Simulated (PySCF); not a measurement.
Al(I)(Me)(OH) (CH₄AlIO), SMILES [I][Al]([OH])[CH3]. Geometry optimised at PBE-D3(BJ)/def2-SVP. The def2 effective core potentials stand for the cores of I; spin–orbit coupling is left out. One conformer was computed; it need not be the lowest.

Computed equilibrium geometry at PBE-D3(BJ)/def2-SVP (PySCF confirms it by a frequency run) as bond lengths and angles, and its point group (one conformer of several):
point group Cs.
Atoms: Al1 I2 C3 H4 H5 H6 O7 H8. Bonds (Å): Al1–I2 2.504, Al1–C3 1.945, Al1–O7 1.717, C3–H4 1.110, C3–H5 1.108, C3–H6 1.110, O7–H8 0.971. Bond angles (°): I2–Al1–C3 121.8, I2–Al1–O7 118.9, C3–Al1–O7 119.3, Al1–C3–H4 110.8, Al1–C3–H5 110.8, Al1–C3–H6 110.8, H4–C3–H5 108.6, H4–C3–H6 107.0, H5–C3–H6 108.6, Al1–O7–H8 123.3.
Charge 0, spin multiplicity 1.
